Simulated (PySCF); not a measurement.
**Dipole moment and polarisability of `C=C1C=C/C1=C(\F)OCF`**

Species: C7H6F2O.
Geometry (GFN2-xTB, Å), atoms numbered from 1 in this order:
```xyz
16
C7H6F2O angstrom
C     -0.892    1.973   -0.742
C     -1.320    0.845   -0.207
C     -2.574    0.315    0.360
C     -2.018   -0.888    0.631
C     -0.710   -0.484    0.101
C      0.484   -1.031   -0.053
F      0.742   -2.297    0.370
O      1.541   -0.453   -0.683
C      2.762   -0.507   -0.039
F      2.805    0.406    0.982
H     -1.544    2.822   -0.857
H      0.124    2.077   -1.080
H     -3.547    0.744    0.498
H     -2.361   -1.806    1.066
H      3.526   -0.217   -0.767
H      2.974   -1.489    0.408
```

Level: PBE0/def2-SVPD (PySCF), static field, nuclei fixed, core orbitals frozen in the response. The polarisability tensor in these axes (au):

```
x   114.15  -9.01  -8.16
y    -9.01  99.64 -13.38
z    -8.16 -13.38  63.80
```

What are the eigenvalues, a third of the trace, and Δα (Δα² = ½Σ(αi − αj)² over the three pairs)?

Principal values 57.36, 101.71 and 118.52 au; mean 92.53 au = 13.71 Å³ = 15.26 × 10⁻⁴⁰ C²·m²/J; Δα = 54.73 au (59 % of the mean).

What is the dipole moment, and where does it point?

(-0.24, -0.39, -0.48) D, 0.66 D in size, pointing from the negative to the positive side. Measured along this direction, the outermost atoms are F10 at the negative end and H14 at the positive end.

Along which axes do the principal values lie, and how far do the nuclei extend along each?

Largest value along (0.91, -0.41, -0.04), where the nuclei span 6.89 Å; middle along (0.37, 0.85, -0.38), 5.02 Å; least along (0.19, 0.33, 0.92), 2.06 Å. The response follows the extents in order.

Traceless (Buckingham) quadrupole moment about the centre of nuclear charge: eigenvalues?

-12.98, -1.10, 14.08 D·Å. The values depend on the origin, since the dipole doesn't vanish. The electronic extent ⟨r²⟩ about the same centre is 1524 bohr², a root-mean-square distance of 2.40 Å for the 74 electrons.

Refractivity n − 1 of an ideal gas of it at 350 K and 1 atm, from the electronic α?

N = p/kT = 2.0968 × 10¹⁹ cm⁻³, so n − 1 = 2π × N × 13.71 × 10⁻²⁴ cm³ = 1806 × 10⁻⁶ at long wavelengths, for an ideal gas.

The structure is a single GFN2-xTB conformer in the gas phase; no vibrational or solvent corrections.
